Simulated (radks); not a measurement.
All-electron atom: In25+ in [Ne] 3s1.5 3p6 3d6 4p0.5 (fractional occupations, a model configuration). Calculated with a radial shooting solver on a logarithmic mesh with Libxc functionals: scalar-relativistic Kohn-Sham, SCAN, spin-unpolarised, spherical densities, finite nucleus; meta-GGA in the generalised Kohn-Sham scheme; Fermi nuclear charge, rms radius 4.6156 fm.

Normalised radial functions P(r) = r R(r), r in bohr:

```
   r/bohr * 3s, o 4p (the largest magnitude, 1.93, reaches the edge; | marks zero, & curves that meet)
 0.001298                             o *
 0.001663                             o  *
 0.002114                             o  *
 0.002709                             o   *
 0.003444                             o    *
 0.004413                             o     *
  0.00561                             o      *
  0.00719                             |o      *
  0.00914                             |o       *
  0.01162                             |o       *
  0.01489                             | o       *
  0.01893                             |  o     *
  0.02426                             |   o  *
  0.03083                             |   *o
  0.03951                            *|      o
  0.05023                      *      |       o
  0.06437                *            |        o
  0.08183             *               |       o
    0.104              *              |    o
   0.1333                      *     o|
   0.1695                      o      |    *
   0.2172                 o           |                  *
   0.2761                  o          |                          *
   0.3538                         o   |                         *
   0.4497                             |       o         *
   0.5763                             |        *        o
   0.7326                             |  *                o
   0.9314                             |*           o
    1.193                             *    o
    1.517                             *o
    1.944                             &
```

3s: eigenvalue -1659.5 eV, 2 radial nodes at r = 0.0375, 0.154 bohr, <r> = 0.331 bohr, 90 % of the charge inside 0.484 bohr. 4p: eigenvalue -726.05 eV, 2 radial nodes at r = 0.129, 0.383 bohr, <r> = 0.684 bohr, 90 % of the charge inside 0.972 bohr.
